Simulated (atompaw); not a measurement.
# An all-electron radial function and its pseudo partner (iron)

Columns: radius, all-electron u(r) and pseudo u(r) of the 4s shell (level -5.48 eV) of iron in the configuration [Ar] 3d6 4s2 4p0; LDA (PW92), scalar-relativistic, PAW (atompaw) scheme, atompaw 4.2.0.5.

```
r (bohr)  all-electron  pseudo
   0.115        0.1010  0.0473
   0.231        0.1365  0.0948
   0.346       -0.0461  0.1415
   0.462       -0.2082  0.1880
   0.577       -0.2745  0.2331
   0.692       -0.2561  0.2772
   0.808       -0.1818  0.3203
   0.923       -0.0798  0.3613
   1.038        0.0316  0.4005
   1.154        0.1416  0.4378
   1.269        0.2421  0.4724
   1.385        0.3314  0.5045
   1.500        0.4069  0.5332
   1.615        0.4695  0.5587
   1.731        0.5204  0.5809
   1.846        0.5598  0.5992
   1.962        0.5895  0.6139
   2.077        0.6102  0.6244
   2.192        0.6233  0.6310
   2.308        0.6300  0.6338
   2.423        0.6311  0.6328
   2.538        0.6276  0.6282
   2.654        0.6201  0.6203
   2.769        0.6094  0.6095
   2.885        0.5961  0.5961
   3.000        0.5807  0.5807
```

Question: How many radial nodes do the two functions have?

Answer: The all-electron 4s function has n − l − 1 = 3 (the table is too coarse to show those close to the nucleus); the pseudo-wave has 0, since the states of the same l below it are removed with the core.

Question: Is the pseudo-wave norm-conserving?

Answer: No, it belongs to a PAW set: the norm inside the radius is not constrained, and the difference is carried by the augmentation charge.
